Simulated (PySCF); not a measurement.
**Iron: a sound run and one with changed settings**

Sound run: Fe [Ar] 3d6 4s2, Fe⁺ [Ar] 3d6 4s1. Computed with PySCF 2.14 in x2c-TZVPall, with the spin-free X2C one-electron Hamiltonian (Gaussian nucleus). In the sound run the correlated levels freeze [Ar]. The sound run starts from symmetry-adapted Hartree-Fock orbitals and uses a fine grid where one is needed.

Changed run: initial guess minao, at most 50 SCF cycles.

```json
{"species": "Fe", "method": "UHF", "sound run (hartree)": "-1271.33647", "changed run (hartree)": "-1271.25856", "converged": "yes"}
{"species": "Fe", "method": "M06-2X", "sound run (hartree)": "-1272.61527", "changed run (hartree)": "-1272.56500", "converged": "yes"}
{"species": "Fe", "method": "PBE", "sound run (hartree)": "-1272.36446", "changed run (hartree)": "-1272.37249", "converged": "yes"}
{"species": "Fe⁺", "method": "UHF", "sound run (hartree)": "-1271.09989", "changed run (hartree)": "-1271.09989", "converged": "yes"}
{"species": "Fe⁺", "method": "M06-2X", "sound run (hartree)": "-1272.30978", "changed run (hartree)": "-1272.30978", "converged": "yes"}
{"species": "Fe⁺", "method": "PBE", "sound run (hartree)": "-1272.07558", "changed run (hartree)": "-1272.07558", "converged": "yes"}
{"species": "Fe⁺", "method": "MP2", "sound run (hartree)": "-1271.21433", "changed run (hartree)": "-1271.21433", "converged": "yes"}
```

The plain start fixes occupations by D2h representation alone, and Fe at UHF, Fe at M06-2X, Fe at PBE landed in another state (other ⟨L²⟩ or ⟨S²⟩).
